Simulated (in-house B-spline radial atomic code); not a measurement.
A fraction x of an electron is removed from 4s in Cr, starting from [Ar] 3d5 4s1 and keeping the highest spin. Computed with a B-spline radial code for spherical atoms: scalar-relativistic (X2C) OLYP, spin-polarised, spherical fractional occupations, Fermi nucleus of rms radius 3.6452 fm.

```json
{"x": "0", "E(x) - E(0) (eV)": "0.0000", "4s up level (eV)": "-4.084"}
{"x": "0.08", "E(x) - E(0) (eV)": "0.3442", "4s up level (eV)": "-4.521"}
{"x": "0.16", "E(x) - E(0) (eV)": "0.7235", "4s up level (eV)": "-4.963"}
{"x": "0.36", "E(x) - E(0) (eV)": "1.8277", "4s up level (eV)": "-6.083"}
{"x": "0.38", "E(x) - E(0) (eV)": "1.9505", "4s up level (eV)": "-6.196"}
{"x": "0.5", "E(x) - E(0) (eV)": "2.7350", "4s up level (eV)": "-6.880"}
{"x": "0.74", "E(x) - E(0) (eV)": "4.5533", "4s up level (eV)": "-8.282"}
{"x": "0.81", "E(x) - E(0) (eV)": "5.1478", "4s up level (eV)": "-8.703"}
{"x": "0.96", "E(x) - E(0) (eV)": "6.5228", "4s up level (eV)": "-9.639"}
{"x": "1", "E(x) - E(0) (eV)": "6.9136", "4s up level (eV)": "-"}
```

The exact functional would give a straight line between the two integer points. Deviations E(x) - E(0) - x[E(1) - E(0)], in eV: -0.209 at x = 0.08, -0.383 at x = 0.16, -0.661 at x = 0.36, -0.677 at x = 0.38, -0.722 at x = 0.5, -0.563 at x = 0.74, -0.452 at x = 0.81, -0.114 at x = 0.96.

The curve lies below the straight line by up to 0.722 eV (at x = 0.5): convex, the delocalisation error that favours fractional charges.

Q: How well does Slater's transition state (minus the level at half occupation) give the ionisation energy?

A: It gives 6.880 eV against 6.914 eV from the two total energies; NIST lists 6.77 eV, ground level to ground level.
